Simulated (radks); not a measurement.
All-electron atom: Tc6+ in [Kr] 4d1.

All-electron calculation, non-relativistic Kohn-Sham, PBE, spin-polarised, spherical densities, point nucleus; open shells are filled with parallel spins first (spin-orbit coupling, left out, can overturn this in heavy ions); relativity is left out, which matters for an element this heavy. Program: a radial shooting solver on a logarithmic mesh with Libxc functionals.

Energy parts (eV):
| part | energy |
|---|---|
| total | -114234.535 |
| kinetic | 114186.438 |
| electron-nucleus | -268700.685 |
| Hartree | 43629.081 |
| exchange-correlation | -3349.368 |

Orbitals (lengths in bohr, moments of r in powers of bohr):
orbital  occ.  eigenvalue (eV)      <r^4>
1s down     1        -20405.40  7.163e-06
1s up       1        -20405.39  7.163e-06
2s up       1        -2935.257   0.001350
2s down     1        -2935.046   0.001350
2p up       3        -2716.676  0.0009028
2p down     3        -2716.523  0.0009027
3s up       1        -579.8633    0.06692
3s down     1        -579.7626    0.06687
3p up       3        -495.0200    0.06868
3p down     3        -494.9014    0.06860
3d up       5        -339.4498    0.06826
3d down     5        -339.2613    0.06811
4s up       1        -149.8500      2.225
4s down     1        -148.7829      2.219
4p up       3        -123.8419      2.965
4p down     3        -122.7361      2.963
4d up       1         -81.5454      6.181
4d down     0         -80.4215      6.231

The highest occupied level is 4d up at -81.545 eV. Spin moment in Bohr magnetons: 1. Virial ratio -V/T = 2.00042. For comparison, the ionisation energy in NIST's Atomic Spectra Database is 88 eV (theoretical). In exact Kohn-Sham theory the highest level is minus the ionisation energy, but local and semilocal functionals leave it too shallow, through self-interaction and a potential that decays too fast; potentials with the right tail come closer.
